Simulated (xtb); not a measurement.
C$_{2}$H$_{5}$O$_{2}$, charge +1, singlet, geometry from GFN2-xTB; GFN2-xTB in xtb 6.7.1.

Input for xtb:
```
$ xtb mol.xyz --gfn 2 --chrg 1 --opt --json

# file mol.xyz
9

C     -0.88185762     0.00899774    -0.07418618
O     -0.71974313    -1.14547322     0.45674714
O      0.05802829     0.77784465    -0.34442084
H     -1.87588460     0.39555666    -0.32671543
C      1.43664404     0.47811999    -0.10026343
H      1.82407913     1.26580014     0.54905631
H      1.57697924    -0.50273413     0.35103154
H      1.95211849     0.54352817    -1.06056024
H     -1.51229206    -1.68382867     0.63527512
```

It wrote (shortened):

```
   ID    Z sym.   atoms
    1    6 C      1, 5
    2    8 O      2, 3
    3    1 H      4, 6-9

           -------------------------------------------------
          |                Calculation Setup                |
           -------------------------------------------------

           -------------------------------------------------
          |                 G F N 2 - x T B                 |
           -------------------------------------------------

          ...................................................
          :                      SETUP                      :
          :.................................................:
          :  # basis functions                  21          :
          :  # atomic orbitals                  21          :
          :  # shells                           13          :
          :  # electrons                        24          :
          :  max. iterations                   250          :
          :  Hamiltonian                  GFN2-xTB          :
          :  restarted?                      false          :
          :  GBSA solvation                  false          :
          :  PC potential                    false          :
          :  electronic temp.          300.0000000     K    :
          :  accuracy                    1.0000000          :
          :  -> integral cutoff          0.2500000E+02      :
          :  -> integral neglect         0.1000000E-07      :
          :  -> SCF convergence          0.1000000E-05 Eh   :
          :  -> wf. convergence          0.1000000E-03 e    :
          :  Broyden damping             0.4000000          :
          :  net charge                          1          :
          :  unpaired electrons                  0          :
          ...................................................

 iter      E             dE          RMSdq      gap      omega  full diag
   1    -14.5972857 -0.145973E+02  0.513E+00    6.16       0.0  T
   2    -14.6188495 -0.215638E-01  0.289E+00    4.70       1.0  T
   3    -14.6191111 -0.261580E-03  0.128E+00    4.76       1.0  T
   4    -14.6213945 -0.228336E-02  0.192E-01    4.31       1.0  T
   5    -14.6214598 -0.652863E-04  0.808E-02    4.44       1.0  T
   6    -14.6214736 -0.138612E-04  0.226E-02    4.43       1.5  T
   7    -14.6214739 -0.247095E-06  0.630E-03    4.43       5.3  T
   8    -14.6214739 -0.526796E-07  0.208E-03    4.43      16.0  T
   9    -14.6214739 -0.444897E-08  0.512E-04    4.43      65.2  T
  10    -14.6214739 -0.552074E-10  0.272E-04    4.43     122.7  T

   *** convergence criteria satisfied after 10 iterations ***

         :::::::::::::::::::::::::::::::::::::::::::::::::::::
         ::                     SUMMARY                     ::
         :::::::::::::::::::::::::::::::::::::::::::::::::::::
         :: total energy             -14.485994740830 Eh    ::
         :: gradient norm              0.000037474296 Eh/a0 ::
         :: HOMO-LUMO gap              4.432489628608 eV    ::
         ::.................................................::
         :: SCC energy               -14.621473170887 Eh    ::
         :: -> isotropic ES            0.125397892163 Eh    ::
         :: -> anisotropic ES         -0.003940561969 Eh    ::
         :: -> anisotropic XC          0.002835161344 Eh    ::
         :: -> dispersion             -0.002583136945 Eh    ::
         :: repulsion energy           0.135478430056 Eh    ::
         :: add. restraining           0.000000000000 Eh    ::
         :: total charge               1.000000000000 e     ::
         :::::::::::::::::::::::::::::::::::::::::::::::::::::

      -----------------------------------------------------------
     |                   =====================                   |
     |                        A N C O P T                        |
     |                   =====================                   |
     |               Approximate Normal Coordinate               |
     |                Rational Function Optimizer                |
      -----------------------------------------------------------
      -----------------------------------------------------------
     |                   =====================                   |
     |                        A N C O P T                        |
     |                   =====================                   |
     |               Approximate Normal Coordinate               |
     |                Rational Function Optimizer                |
      -----------------------------------------------------------

          ...................................................
          :                      SETUP                      :
          :.................................................:
          :   optimization level            normal          :
          :   max. optcycles                   200          :
          :   ANC micro-cycles                  20          :
          :   degrees of freedom                21          :
          :.................................................:
          :   RF solver                   davidson          :
          :   write xtbopt.log                true          :
          :   linear?                        false          :
          :   energy convergence         0.5000000E-05 Eh   :
          :   grad. convergence          0.1000000E-02 Eh/α :
          :   maxmium RF displ.          1.0000000          :
          :   Hlow (freq-cutoff)         0.1000000E-01      :
          :   Hmax (freq-cutoff)         5.0000000          :
          :   S6 in model hess.         20.0000000          :
          ...................................................

generating ANC from exact Hessian ...
Using Lindh-Hessian (1995)
 Shifting diagonal of input Hessian by    2.2945522620188832E-003
 Lowest  eigenvalues of input Hessian
    0.000000    0.000000    0.000000    0.000000    0.000000    0.000000
[...]
 * total energy  :   -14.4859947 Eh     change       -0.3221032E-09 Eh
   *** GEOMETRY OPTIMIZATION CONVERGED AFTER 1 ITERATIONS ***
[...]

 iter      E             dE          RMSdq      gap      omega  full diag
   1    -14.6214739 -0.146215E+02  0.471E-06    4.43       0.0  T
   2    -14.6214739 -0.266454E-13  0.292E-06    4.43   11434.7  T
   3    -14.6214739 -0.710543E-14  0.749E-07    4.43   44497.0  T

   *** convergence criteria satisfied after 3 iterations ***

         :::::::::::::::::::::::::::::::::::::::::::::::::::::
         ::                     SUMMARY                     ::
         :::::::::::::::::::::::::::::::::::::::::::::::::::::
         :: total energy             -14.485994741153 Eh    ::
         :: gradient norm              0.000036975256 Eh/a0 ::
         :: HOMO-LUMO gap              4.432594114180 eV    ::
         ::.................................................::
         :: SCC energy               -14.621473171209 Eh    ::
         :: -> isotropic ES            0.125401346821 Eh    ::
         :: -> anisotropic ES         -0.003940412770 Eh    ::
         :: -> anisotropic XC          0.002835355196 Eh    ::
         :: -> dispersion             -0.002583137395 Eh    ::
         :: repulsion energy           0.135478430056 Eh    ::
         :: add. restraining           0.000000000000 Eh    ::
         :: total charge               1.000000000000 e     ::
         :::::::::::::::::::::::::::::::::::::::::::::::::::::

           -------------------------------------------------
          |                Property Printout                |
           -------------------------------------------------

    * Orbital Energies and Occupations

         #    Occupation            Energy/Eh            Energy/eV
      -------------------------------------------------------------
         1        2.0000           -1.0183382             -27.7104
         2        2.0000           -0.9952178             -27.0813
         3        2.0000           -0.9298306             -25.3020
         4        2.0000           -0.8977223             -24.4283
         5        2.0000           -0.8574373             -23.3321
         6        2.0000           -0.8574292             -23.3318
         7        2.0000           -0.8043591             -21.8877
         8        2.0000           -0.7754187             -21.1002
         9        2.0000           -0.7669707             -20.8703
        10        2.0000           -0.7233189             -19.6825
        11        2.0000           -0.6788689             -18.4730
        12        2.0000           -0.6722750             -18.2935 (HOMO)
        13                         -0.5093802             -13.8609 (LUMO)
        14                         -0.2224067              -6.0520
        15                         -0.1762559              -4.7962
        16                         -0.0887409              -2.4148
        17                         -0.0449024              -1.2219
        18                          0.0046971               0.1278
        19                          0.0160342               0.4363
        20                          0.1673764               4.5545
        21                          0.2700368               7.3481
      -------------------------------------------------------------
                  HL-Gap            0.1628948 Eh            4.4326 eV
             Fermi-level           -0.5908276 Eh          -16.0772 eV

     #   Z          covCN         q      C6AA      α(0)
     1   6 C        2.660     0.313    21.685     7.619
     2   8 O        1.659    -0.226    17.768     5.690
     3   8 O        1.703    -0.040    15.006     5.230
     4   1 H        0.924     0.151     1.387     1.842
     5   6 C        3.647    -0.026    21.385     6.645
     6   1 H        0.924     0.151     1.383     1.839
     7   1 H        0.925     0.123     1.587     1.970
     8   1 H        0.924     0.151     1.383     1.839
     9   1 H        0.804     0.403     0.479     1.088

 Mol. C6AA /au·bohr⁶  :        518.714328
 Mol. C8AA /au·bohr⁸  :      11020.426333
 Mol. α(0) /au        :         33.762053

Wiberg/Mayer (AO) data.
largest (>0.10) Wiberg bond orders for each atom

 ---------------------------------------------------------------------------
     #   Z sym  total        # sym  WBO       # sym  WBO       # sym  WBO
 ---------------------------------------------------------------------------
     1   6 C    3.885 --     3 O    1.516     2 O    1.361     4 H    0.916
     2   8 O    2.403 --     1 C    1.361     9 H    0.818     3 O    0.169
     3   8 O    2.614 --     1 C    1.516     5 C    0.899     2 O    0.169
     4   1 H    0.977 --     1 C    0.916
     5   6 C    3.831 --     7 H    0.972     6 H    0.941     8 H    0.941
                             3 O    0.899
     6   1 H    0.977 --     5 C    0.941
     7   1 H    0.985 --     5 C    0.972
     8   1 H    0.977 --     5 C    0.941
     9   1 H    0.838 --     2 O    0.818
 ---------------------------------------------------------------------------

Topologies differ in total number of bonds
Writing topology from bond orders to xtbtopo.mol

molecular dipole:
                 x           y           z       tot (Debye)
 q only:       -0.527      -0.356       0.118
   full:       -0.846      -0.456       0.138       2.469
molecular quadrupole (traceless):
                xx          xy          yy          xz          yz          zz
 q only:        7.685       5.984      -1.706      -1.546      -1.736      -5.979
  q+dip:        7.535       6.571      -1.988      -1.875      -1.262      -5.547
   full:        7.647       6.551      -2.298      -1.883      -0.977      -5.349

optimized geometry written to: xtbopt.xyz

           -------------------------------------------------
          | TOTAL ENERGY              -14.485994741153 Eh   |
          | GRADIENT NORM               0.000036975256 Eh/α |
          | HOMO-LUMO GAP               4.432594114180 eV   |
           -------------------------------------------------

normal termination of xtb
```
